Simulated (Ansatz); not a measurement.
Geometry optimisation, RKS BHLYP-D4/STO-3G (Ansatz 0.2.0).

The input (input.yaml):

```yaml
crystal:
  periodic: [false, false, false]
  atoms:
    - { symbol: "N", position_ang: [0.8236, -1.7333, -1.4769] }
    - { symbol: Si, position_ang: [0.7313, -0.5173, -0.2533] }
    - { symbol: O, position_ang: [1.8027, 0.5671, -0.8621] }
    - { symbol: C, position_ang: [-0.8932, 0.1481, 0.0657] }
    - { symbol: O, position_ang: [-1.9206, -0.2487, -0.6151] }
    - { symbol: Si, position_ang: [-1.1487, 1.379, 1.4354] }
    - { symbol: H, position_ang: [0.1644, -1.364, -2.2143] }
    - { symbol: H, position_ang: [0.3635, -2.5123, -1.1373] }
    - { symbol: H, position_ang: [1.3244, -1.1551, 0.9741] }
    - { symbol: H, position_ang: [2.4146, 0.1752, -1.5006] }
    - { symbol: H, position_ang: [-0.3556, 0.9784, 2.651] }
    - { symbol: H, position_ang: [-0.6836, 2.7327, 1.0515] }
    - { symbol: H, position_ang: [-2.6024, 1.5156, 1.8968] }
basis:
  gaussian: { orbitals: STO-3G }
hamiltonian:
  xc: { name: BHLYP }
  dispersion: d4
relax:
  f_tol: 0.02
  max_steps: 40
scf:
  lower_state_search: "off"
```

Launched with:

```bash
$ ansatz run input.yaml --threads 1 --pin off --max-ram 2048MiB --backend cpu --events-out ev --progress --plain --runs-dir out
```

Q: Where does it end, and by what steps?

A: The forces met the threshold. Limits of this set-up: minimal basis. After 26 steps the energy has fallen by 1.204 eV; O5 moved furthest, 1.32 Å.

| step | energy less start (eV) | largest force component (eV/Å) | accepted |
| --- | --- | --- | --- |
| 0 | 0.0000 | 4.989 | yes |
| 1 | -1.0149 | 1.688 | yes |
| 2 | -1.1153 | 0.481 | yes |
| 3 | -1.1395 | 0.338 | yes |
| 4 | -1.1492 | 0.191 | yes |
| 5 | -1.1545 | 0.264 | yes |
| 6 | -1.1654 | 0.145 | yes |
| 7 | -1.1729 | 0.153 | yes |
| 8 | -1.1755 | 0.241 | yes |
| 9 | -1.1781 | 0.229 | yes |
| 10 | -1.1797 | 0.415 | yes |
| 11 | -1.1842 | 0.353 | yes |
| 12 | -1.1731 | 0.627 | no |
| 13 | -1.1907 | 0.220 | yes |
| 14 | -1.1938 | 0.063 | yes |
| 15 | -1.1963 | 0.185 | yes |
| 16 | -1.1987 | 0.173 | yes |
| 17 | -1.2001 | 0.097 | yes |
| 18 | -1.1987 | 0.592 | no |
| 19 | -1.2018 | 0.102 | yes |
| 20 | -1.2026 | 0.247 | yes |
| 21 | -1.2032 | 0.152 | yes |
| 22 | -1.2040 | 0.032 | yes |
| 23 | -1.2039 | 0.088 | no |
| 24 | -1.2043 | 0.022 | yes |
| 25 | -1.2044 | 0.035 | yes |
| 26 | -1.2045 | 0.015 | yes |

```xyz
13
Properties=species:S:1:pos:R:3
N 0.724 -1.410 -1.787
Si 0.670 -0.845 -0.144
O 1.576 0.569 -0.010
C -1.018 -0.224 0.507
O -2.040 -0.939 0.501
Si -1.041 1.574 1.160
H 0.124 -0.907 -2.459
H 0.532 -2.416 -1.907
H 1.184 -1.924 0.658
H 2.447 0.403 -0.476
H -0.070 1.715 2.203
H -0.730 2.474 0.090
H -2.337 1.895 1.679
```

Whether the end is a true minimum wasn't checked by a vibrational analysis.

Run time: 85 s on 1 thread of Arm Neoverse V1 (shared host), peak memory 0.14 GiB.
